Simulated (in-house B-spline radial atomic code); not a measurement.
Response of the aluminium ion Al³⁺ as one setting changes: the share of exact exchange in a PBE hybrid. A dash marks a strongly mixed or unbound state. Computed with a B-spline radial code for spherical atoms: linear response of the closed shell [He] 2s2 2p6 with the functional's adiabatic kernel; non-relativistic, point nucleus, no spin-orbit coupling, no double excitations, S, P, D and F terms only. Only terms of natural parity with L up to 3 were computed.

```tsv
share of exact exchange in a PBE hybrid	lowest 1P (eV)	lowest 3P, Tamm-Dancoff (eV)	minus highest occupied level (eV)	α (bohr³)
0	2p → 3s 71.82	2p → 3s 71.05	104.13	0.2831
0.1	2p → 3s 72.67	2p → 3s 71.87	106.02	0.2808
0.2	?	?	?	?
0.3	2p → 3s 74.34	2p → 3s 73.51	109.79	0.2765
0.4	2p → 3s 75.17	2p → 3s 74.32	111.68	0.2744
0.5	2p → 3s 75.99	2p → 3s 75.12	113.57	0.2724
0.6	2p → 3s 76.82	2p → 3s 75.93	115.46	0.2704
0.7	?	?	?	?
0.8	2p → 3s 78.45	2p → 3s 77.52	119.26	0.2665
0.9	2p → 3s 79.26	2p → 3s 78.32	121.16	0.2647
1	2p → 3s 80.07	2p → 3s 79.11	123.06	0.2628
```

(1) What belongs in the row for 0.7?

(2) What belongs in the row for 0.2?

Answers

(1) lowest 1P (eV): 2p → 3s 77.63; lowest 3P, Tamm-Dancoff (eV): 2p → 3s 76.73; minus highest occupied level (eV): 117.36; α (bohr³): 0.2685.

(2) lowest 1P (eV): 2p → 3s 73.50; lowest 3P, Tamm-Dancoff (eV): 2p → 3s 72.69; minus highest occupied level (eV): 107.90; α (bohr³): 0.2787.
